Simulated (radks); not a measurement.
Results of a calculation; reference values are marked as such.
Problem. Tc V, configuration [Kr] 4d3. Level of theory: scalar-relativistic Kohn-Sham, SCAN, spin-unpolarised, spherical densities, finite nucleus; meta-GGA in the generalised Kohn-Sham scheme; Fermi nuclear charge, rms radius 4.4112 fm (a radial shooting solver on a logarithmic mesh with Libxc functionals). Some entries of the table are withheld. Estimate them.

orbital  occ.  eigenvalue (eV)  <1/r> (bohr^-1)
1s          2        -20960.76            44.70
2s          2        -3045.382            10.10
2p          6        -2727.384            9.793
3s          2              (1)            3.492
3p          6        -469.8913            3.318
3d         10        -300.1930            3.083
4s          2        -121.3429            1.300
4p          6         -91.8277            1.174
4d          3              (2)           0.9149

Solution. 
(1) 3s eigenvalue (eV): -575.3388
(2) 4d eigenvalue (eV): -48.8596
